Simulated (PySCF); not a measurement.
How the method moves the HOMO and LUMO of `CS[Si@@H](N)P`

Species: CH8NPSSi.
Geometry (PBE0-D3(BJ)/def2-SVP, Å), atoms numbered from 1 in this order:
```xyz
13
CH8NPSSi angstrom
C     -1.8981   -0.9777   -0.4554
S     -0.7046   -0.4914   -1.7463
Si     0.7521    0.4692   -0.5110
N      0.0188    1.7098    0.4402
P      1.5734   -1.0151    0.9905
H     -2.8557   -1.1774   -0.9539
H     -2.0267   -0.1597    0.2672
H     -1.5657   -1.8852    0.0673
H      1.7754    0.9302   -1.5002
H      0.3110    1.8879    1.3936
H     -0.3787    2.5347    0.0049
H      2.6454   -0.1640    1.4093
H      2.3650   -1.6750    0.0028
```

Basis pcSseg-1 throughout (PySCF), one geometry. Isolated species at its PBE0-D3(BJ)/def2-SVP geometry (one conformer only).

Q: How do the orbital energies, the gap and the dipole change with the method?

A: 
| method | kind | HOMO (eV) | LUMO (eV) | gap (eV) | μ (D) | SCF cycles |
| --- | --- | --- | --- | --- | --- | --- |
| BLYP | GGA | -5.40 | -0.37 | 5.03 | 2.22 | 14 |
| B97-D | GGA | -5.56 | -0.40 | 5.16 | 2.25 | 14 |
| PBE | GGA | -5.59 | -0.51 | 5.08 | 2.26 | 14 |
| OPBE | GGA | -5.61 | -0.40 | 5.21 | 2.29 | 15 |
| LDA | LDA | -5.67 | -0.65 | 5.02 | 2.32 | 13 |
| KT2 | GGA | -5.67 | -0.59 | 5.08 | 2.20 | 15 |
| KT3 | GGA | -5.68 | -0.55 | 5.13 | 2.18 | 14 |
| BP86 | GGA | -5.69 | -0.57 | 5.12 | 2.28 | 13 |
| B3LYP | global hybrid | -6.51 | 0.14 | 6.65 | 2.28 | 12 |
| B97-2 | global hybrid | -6.54 | 0.32 | 6.86 | 2.30 | 12 |
| PBE0 | global hybrid | -6.77 | 0.34 | 7.12 | 2.33 | 12 |
| mPW1PW91 | global hybrid | -6.80 | 0.34 | 7.14 | 2.32 | 12 |
| BHandHLYP | global hybrid | -7.79 | 1.24 | 9.02 | 2.34 | 12 |
| CAM-B3LYP | range-separated hybrid | -8.02 | 1.38 | 9.41 | 2.34 | 12 |
| wB97X-D | range-separated hybrid | -8.61 | 2.08 | 10.69 | 2.40 | 13 |
| LC-wPBE | range-separated hybrid | -9.42 | 2.53 | 11.95 | 2.44 | 14 |
| HF | Hartree–Fock | -9.43 | 3.49 | 12.92 | 2.45 | 10 |

The HOMO spans 4.04 eV, from BLYP down to HF, and the gap runs from 5.02 eV (LDA) to 12.92 eV (HF). Over the methods BLYP (0 %), B97-D (0 %), PBE (0 %), OPBE (0 %), LDA (0 %), KT2 (0 %), KT3 (0 %), BP86 (0 %), B3LYP (20 %), B97-2 (21 %), PBE0 (25 %), mPW1PW91 (25 %), BHandHLYP (50 %), HF (100 %), a straight line through the gap against the share of exact exchange rises by 0.78 eV for each 10 % (correlation coefficient 1.000). The dipole ranges from 2.18 D (KT3) to 2.45 D (HF). This basis has no diffuse functions.
